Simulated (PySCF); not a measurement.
Compound: C4H5N2O (charge -1).
Structure used (GFN2-xTB), in Å, numbered top down from 1:
```xyz
12
C4H5N2O angstrom
O     -2.4402   -0.2740   -0.1878
C     -1.4171    0.7030   -0.2087
C     -0.0855    0.0424   -0.0435
C      1.2068    0.5589    0.0010
C      1.9858   -0.5838    0.1741
N      1.2226   -1.6755    0.2268
N     -0.0528   -1.2908    0.0929
H     -1.9302   -1.1024   -0.0673
H     -1.4714    1.2565   -1.1648
H     -1.6033    1.4334    0.6009
H      1.5238    1.5882   -0.0789
H      3.0627   -0.6564    0.2616
```

The geometry is computed with GFN2-xTB (gas phase).

Take the most abundant isotopes and a rigid rotor. The values belong to one conformer with, in the numbering `[OH:1][CH2:2][c:3]1[cH:4][cH:5][n:6][n-:7]1`, H–O1–C2–C3 0°, O1–C2–C3–C4 180°.

What are A, B and C (GHz)?

Ia = 66.35, Ib = 237.88, Ic = 301.03 u·Å²; 505379 MHz·u·Å²/I gives 7617, 2125 and 1679 MHz, that is A = 7.6172, B = 2.1245, C = 1.6788 GHz.

Classify the top.

An asymmetric top: κ = (2 × 2125 − 7617 − 1679)/(7617 − 1679) = -0.85.

What does the inertial defect say?

Not planar: Δ = Ic − Ia − Ib = -3.19 u·Å². For a rigid frame Δ = −2 Σ m c², so Σ m c² = 1.60 u·Å² lies off the ab plane, practically all of it from hydrogen. The atom farthest from that plane is 0.89 Å away.

Give the other two planar moments, Paa and Pbb, and the rms extents of the mass along the axes.

Paa = Σ m a² = (Ib + Ic − Ia)/2 = 236.28 and Pbb = Σ m b² = (Ia + Ic − Ib)/2 = 64.75 u·Å². With the mass M = 97.04 u, the rms extents √(P/M) along a, b and c are 1.56, 0.82, 0.13 Å.

Where do the levels up to J = 5 lie, in cm⁻¹?

Above 0(0,0):
J = 1: 1(0,1) 0.1269, 1(1,1) 0.3101, 1(1,0) 0.3249
J = 2: 2(0,2) 0.3797, 2(1,2) 0.5489, 2(1,1) 0.5935, 2(2,1) 1.1432, 2(2,0) 1.1441
J = 3: 3(0,3) 0.7569, 3(1,3) 0.9067, 3(1,2) 0.9959, 3(2,2) 1.5238, 3(2,1) 1.5281, 3(3,1) 2.4776, 3(3,0) 2.4776
J = 4: 4(0,4) 1.2558, 4(1,4) 1.3828, 4(1,3) 1.5312, 4(2,3) 2.0306, 4(2,2) 2.0434, 4(3,2) 2.9867, 4(3,1) 2.9869, 4(4,1) 4.3197, 4(4,0) 4.3197
J = 5: 5(0,5) 1.8736, 5(1,5) 1.9765, 5(1,4) 2.1986, 5(2,4) 2.6630, 5(2,3) 2.6923, 5(3,3) 3.6237, 5(3,2) 3.6246, 5(4,2) 4.9560, 5(4,1) 4.9560, 5(5,1) 6.6701, 5(5,0) 6.6701
The levels of one J sum to (2J + 1)J(J + 1)(A + B + C)/3.

GFN2-xTB frequencies: not computed here. No vibrational averaging or centrifugal distortion is included, and the geometry carries the error of its method.
